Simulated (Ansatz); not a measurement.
Total energies of GeI2H2 (GeH₂I₂) from Ansatz at PBE0-D4/def2-TZVPD, gas phase (1 Eh = 27.2114 eV = 2625.5 kJ/mol). The reference geometry is relaxed at PBE0-D4/def2-SVP.

```
atom    x (Å)    y (Å)    z (Å)
 Ge1   0.2057   0.0998  -0.0591
  I2  -0.1813  -1.2443   2.0260
  I3  -1.8971   0.2332  -1.4243
  H4   1.2747  -0.6123  -0.8969
  H5   0.5980   1.5236   0.3543
```

```
                 state   geometry  energy (Eh)
      charge 0 singlet  reference  -2673.46928
     charge -1 doublet  reference  -2673.48840
free Ge atom (triplet)          –  -2076.65536
 free I atom (doublet)          –   -297.69320
 free H atom (doublet)          –     -0.50104
```

In the def2 sets I takes a core potential; there is no spin–orbit coupling.

Question: Work out the vertical electron affinity, to the doublet.

Answer: E(charge 0 singlet) − E(charge -1 doublet) = -2673.46928 − (-2673.48840) = 0.01912 Eh = 0.52 eV.

Question: What is the binding energy per atom against free atoms?

Answer: Atoms: 1 × (-2076.65536) + 2 × (-297.69320) + 2 × (-0.50104) = -2673.04384 Eh. Binding: -2673.04384 − (-2673.46928) = 0.42544 Eh = 11.58 eV, or 2.32 eV for each of 5 atoms (no zero-point energy, no counterpoise term).

At PBE0-D4/def2-TZVPD the highest occupied level of the charge -1 doublet lies above zero (up to 0.90 eV). By energy differences its removal costs 0.52 eV (vertical, to the charge 0 singlet, at PBE0-D4/def2-TZVPD); a positive level beside a positive removal energy at the same level points to self-interaction error.
